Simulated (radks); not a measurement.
P VIII, 8 electrons, occupied as [He] 2s2 2p4.

Calculated with a radial shooting solver on a logarithmic mesh with Libxc functionals: Dirac Kohn-Sham, relativistic LDA (MacDonald-Vosko exchange, VWN5 correlation), spin-unpolarised, spherical densities, finite nucleus; open shells fill j = l - 1/2 first; Fermi nuclear charge, rms radius 3.1889 fm.

Energy parts (eV):
total: -8604.432
kinetic: 8628.674
electron-nucleus: -19146.096
Hartree: 2371.845
exchange-correlation: -458.855

Orbitals (lengths in bohr, moments of r in powers of bohr):
| orbital | occ. | eigenvalue (eV) | <r> |
|---|---|---|---|
| 1s1/2 | 2 | -2270.533 | 0.1038 |
| 2s1/2 | 2 | -335.4388 | 0.4903 |
| 2p1/2 | 2 | -292.0701 | 0.4404 |
| 2p3/2 | 2 | -290.9749 | 0.4422 |
| 3s1/2 | 0 | -112.7645 | 1.304 |
| 3p1/2 | 0 | -100.9666 | 1.319 |
| 3p3/2 | 0 | -100.7520 | 1.322 |

The highest occupied level is 2p3/2 at -290.97 eV. Summed over all electrons, <r^2> = 1.556 bohr^2, which gives a Langevin (diamagnetic) susceptibility term of -1.23 x 10^-6 cm^3/mol. For comparison, the ionisation energy in NIST's Atomic Spectra Database is 309.6 eV (semi-empirical). In exact Kohn-Sham theory the highest level is minus the ionisation energy, but local and semilocal functionals leave it too shallow, through self-interaction and a potential that decays too fast; potentials with the right tail come closer. The density falls to 0.001 e/bohr^3 at r = 1.47 bohr. The electron density at the nucleus is 2374 e/bohr^3.

Beside tabulated values, note that spin-unpolarised runs miss the spin-polarisation part of the exchange energy of open shells.
